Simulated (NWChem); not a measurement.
**H$_{5}$BN (+1)**

SMILES: B[NH3+]
```xyz
7

B      0.9082     0.1008     0.0078
N     -0.6241    -0.0739    -0.0216
H      1.5447    -0.8917     0.1987
H      1.3037     1.2202    -0.1246
H     -0.9802     0.0898     0.9368
H     -0.9344    -1.0201    -0.2819
H     -1.1060     0.6148    -0.6166
```
Charge +1, spin multiplicity 1.

Program: NWChem. The geometry was optimised at PBE0/def2-SVP, a minimum by its harmonic frequencies.

Symmetry labels belong to the abelian group C1 used in the runs, with the axes of the coordinates shown.

The structure started from a generated list of species.

List the lowest 4 singlet excitations that TD-PBE0/def2-SVPD gives, with oscillator strengths.


| state | symmetry | energy (eV) | wavelength (nm) | f |
|---|---|---|---|---|
| 1 | a | 6.06 | 205 | 0.000 |
| 2 | a | 8.06 | 154 | 0.042 |
| 3 | a | 9.37 | 132 | 0.004 |
| 4 | a | 11.11 | 112 | 0.021 |
